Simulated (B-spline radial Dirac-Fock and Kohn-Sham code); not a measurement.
**Ionisation of each subshell: Ir³⁴⁺**

System: Ir³⁴⁺, [Kr] 4d7; nuclear rms radius 5.4032 fm (A = 193).

Input file task.json (cfg lists n, l and occupation; rrms is the nuclear radius in fm):

```json
{"items": [{
  "Z": 77,
  "q": 34,
  "cfg": [[1, 0, 2], [2, 0, 2], [2, 1, 6], [3, 0, 2], [3, 1, 6], [3, 2, 10], [4, 0, 2], [4, 1, 6], [4, 2, 7]],
  "A": 193,
  "rrms": 5.4032,
  "do": ["binding"]
}]}
```

Command: `python xray_run.py task.json out`

These are calculated numbers from a B-spline atomic structure program; the model is Dirac-Fock ΔSCF + Breit + QED. No correlation. Energies are counted from the vacuum level. Subshells whose hole state is unreliable or did not converge are left out.

All terms are in eV, carry their sign (relaxation lowers the binding energy) and add up to the binding energy; ⟨r⟩ is the mean radius of the orbital in the initial state.

```csv
subshell,−ε (Koopmans),relaxation,Gaunt,retardation,self-energy,vacuum polarisation,binding energy,⟨r⟩ (bohr)
K (1s),77967.6,-65.37,-289.49,26.89,-171.57,34.03,77502.1,0.017
L1 (2s),14908.4,-29.05,-32.85,2.44,-25.17,4.70,14828.4,0.073
L2 (2p1/2),14309.7,-33.72,-55.75,5.94,-0.43,0.25,14225.9,0.060
L3 (2p3/2),12680.1,-30.28,-38.16,8.19,-1.93,-0.17,12617.7,0.069
M1 (3s),4580.9,-8.62,-6.43,0.46,-5.88,1.07,4561.5,0.188
M2 (3p1/2),4316.0,-9.51,-10.91,1.03,-0.21,0.06,4296.5,0.179
M3 (3p3/2),3948.5,-8.35,-7.27,1.63,-0.48,-0.05,3933.9,0.193
M5 (3d5/2),3436.3,-10.16,-3.38,0.46,0.22,-0.05,3423.4,0.173
N1 (4s),1928.7,-1.44,-1.87,0.17,-1.73,0.32,1924.1,0.393
N2 (4p1/2),1810.2,-1.53,-3.08,0.32,-0.06,0.02,?,0.392
N3 (4p3/2),1702.8,-1.31,-2.04,0.50,-0.14,-0.02,1699.8,0.415
"N4,5 (4d)",1503.6,-1.39,-1.00,0.16,0.09,-0.02,1501.5,0.414
```

Task: Which binding energy belongs in the row of N2 (4p1/2)?

Result: 1805.9 eV, the sum of the terms in that row (to rounding).

For the deepest level, K (1s), the Breit terms make up -0.339 % of the binding energy, QED -0.177 % and orbital relaxation -0.084 %.

Spin-orbit splittings: 2p 1608.2 eV, 3p 362.6 eV, 4p 106.1 eV.

Going to the tabulated ground configuration of the next ion removes an electron from N4,5 (4d), computed at 1501.5 eV. NIST lists 1493 ± 5 eV as the ionisation energy of this species (theoretical), -8.49 eV from the computed value. Where a p, d or f shell is open in either ion the computed value averages over both j values and all terms, while the table refers to the lowest levels; that difference holds spin-orbit splitting (largest in heavy or highly charged ions), term energies where several electrons share open shells, and correlation, and it can reach 10 % or more.
